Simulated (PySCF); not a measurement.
Species: C2H10BOPSi.
Z-matrix (Å and degrees, GFN2-xTB geometry), rows numbered from 1:
```
B 
P   1  1.8287
Si  2  2.2173  1  107.51
O   3  1.6108  2  100.69  1   -85.21
C   4  1.3997  3  130.09  2   178.63
C   5  1.5197  4  112.75  3    57.15
H   1  1.1695  2  120.69  3  -128.28
H   1  1.1705  2  118.55  3    58.96
H   2  1.3800  1  103.53  3   103.50
H   3  1.4682  2  107.16  1   155.61
H   3  1.4738  2  117.00  1    35.40
H   5  1.0964  4  109.16  3   -65.16
H   5  1.0949  4  106.33  3   177.89
H   6  1.0868  5  110.07  4   -64.87
H   6  1.0866  5  109.87  4    54.74
H   6  1.0866  5  109.91  4   174.83
```

The closed-shell SCF was solved with PySCF and density fitting under several settings on one GFN2-xTB geometry (grid level 2 and gas phase unless stated).

```csv
settings,basis functions,SCF cycles,E (Eh),HOMO (eV),LUMO (eV),dipole (D)
"HSE06/pcSseg-1, IEF-PCM dimethylsulfoxide, grid level 1",166,10,-812.6929,-7.08,-2.08,2.96
HCTH407/IGLO-II,218,16,-813.2480,-6.43,-2.55,2.14
```

Estimate the row for these settings: wB97X-D/pcSseg-1.

| settings | basis functions | SCF cycles | E (Eh) | HOMO (eV) | LUMO (eV) | dipole (D) |
| --- | --- | --- | --- | --- | --- | --- |
| wB97X-D/pcSseg-1 | 166 | 13 | -813.0496 | -9.16 | 0.17 | 2.39 |

Over all rows, what range does the HOMO–LUMO gap span?

From 3.88 eV (HCTH407/IGLO-II) to 9.33 eV (wB97X-D/pcSseg-1). The functional of the narrowest has no exact exchange, that of the widest range-separated exact exchange.

Whole jobs, the steps after the SCF included, on one thread, Arm Neoverse N1 (aarch64), shared host:

```
                                               settings                       work after the SCF  wall time  peak memory
HSE06/pcSseg-1, IEF-PCM dimethylsulfoxide, grid level 1  shieldings, charges and field gradients       43 s      1.1 GiB
                                        HCTH407/IGLO-II  shieldings, charges and field gradients       68 s     0.70 GiB
                                       wB97X-D/pcSseg-1  shieldings, charges and field gradients       50 s     0.81 GiB
```

wB97X-D ran without the empirical dispersion term, which would shift the total energy alone. Cycle counts include a coarse-grid stage where the run had one. The structure is a single GFN2-xTB conformer; no vibrational corrections.
